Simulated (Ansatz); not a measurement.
Ansatz (an electronic-structure program) input:

Ansatz 0.2 input:
```yaml
crystal:
  periodic: [false, false, false]
  atoms:
    - {symbol: La, position_ang: [0.54756850, 0.07415752, 0.04164280]}
    - {symbol: Cl, position_ang: [-1.01611750, 1.37219974, -1.44442643]}
    - {symbol: Cl, position_ang: [-0.81984747, -1.62084554, 1.30480056]}
basis:
  gaussian:
    orbitals: def2-TZVPD
hamiltonian:
  xc: {name: revPBE}
total_charge: 1
output: {forces: true}
```

Q: What final total energy does it print?

A: -951.80516 Eh (revPBE/def2-TZVPD). The basis has 135 functions.

The spin state was set by rule; other spins were not relaxed.
